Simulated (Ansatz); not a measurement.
Basis-set series for ClFGaH₅N₂Si (`N[SiH](N)[Ga]([F])[Cl]`). Total charge 0; spin multiplicity 1. All single points use the PBE0-D4/def2-TZVP geometry. It is one conformer, not always the lowest.

```csv
functional,basis,functions,energy (Eh),HOMO (eV),LUMO (eV)
PBE0-D4,def2-TZVPP,295,-2886.46448,-7.37,-1.58
PBE0-D4,def2-QZVPP,550,-2886.54447,-7.43,-1.66
ωB97M-V,def2-TZVPP,295,-2886.99207,-9.48,0.13
ωB97M-V,def2-QZVPP,550,-2887.06876,-9.55,-0.02
```

(1) Give the rows for def2-SVP. (Best estimate.)

Results:

(1) Ansatz gave: 
```json
{"functional": "PBE0-D4", "basis": "def2-SVP", "functions": "135", "energy (Eh)": "-2885.68859", "HOMO (eV)": "-7.15", "LUMO (eV)": "-1.36"}
{"functional": "ωB97M-V", "basis": "def2-SVP", "functions": "135", "energy (Eh)": "-2886.21181", "HOMO (eV)": "-9.24", "LUMO (eV)": "0.42"}
```

Positive LUMOs are unbound and depend on the basis. Scalar relativity is left out up to krypton.
